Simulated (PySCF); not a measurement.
MoF4, SMILES [F][Mo]([F])([F])[F] (connectivity only; charge and spin as stated), neutral, multiplicity 3.

Geometry optimised at B3LYP-D3(BJ)/def2-SVP. A frequency run showed that this geometry is not a minimum. The spin state was assumed, not searched. The def2 effective core potentials stand for the cores of Mo; spin–orbit coupling is left out.

Method: TDA-LC-ωPBE/def2-SVPD in PySCF 2.14.0.

Vertical excitations. 

Computed UV-visible absorptions:
```json
[
 {"state": "root 1", "energy (eV)": "0.31", "λ (nm)": "4053", "f": "0.000", "main pairs": "α HOMO→LUMO 96 %"},
 {"state": "root 2", "energy (eV)": "0.96", "λ (nm)": "1296", "f": "0.000", "main pairs": "α HOMO−1→LUMO 99 %"},
 {"state": "root 3", "energy (eV)": "1.00", "λ (nm)": "1237", "f": "0.000", "main pairs": "α HOMO→LUMO+1 98 %"},
 {"state": "root 4", "energy (eV)": "1.98", "λ (nm)": "627", "f": "0.000", "main pairs": "α HOMO−1→LUMO+1 99 %"},
 {"state": "root 5", "energy (eV)": "5.00", "λ (nm)": "248", "f": "0.000", "main pairs": "α HOMO−2→LUMO 99 %"},
 {"state": "root 6", "energy (eV)": "5.47", "λ (nm)": "226", "f": "0.000", "main pairs": "α HOMO−3→LUMO 98 %"},
 {"state": "root 7", "energy (eV)": "5.60", "λ (nm)": "222", "f": "0.001", "main pairs": "α HOMO−4→LUMO 98 %"},
 {"state": "root 8", "energy (eV)": "5.70", "λ (nm)": "217", "f": "0.000", "main pairs": "α HOMO→LUMO+6 93 %"},
 {"state": "root 9", "energy (eV)": "5.72", "λ (nm)": "217", "f": "0.004", "main pairs": "α HOMO−5→LUMO 74 %, β HOMO−2→LUMO+1 20 %"},
 {"state": "root 10", "energy (eV)": "5.75", "λ (nm)": "216", "f": "0.000", "main pairs": "α HOMO−2→LUMO+1 77 %, β HOMO→LUMO+2 20 %"}
]
```
Unrestricted roots are not spin-pure.
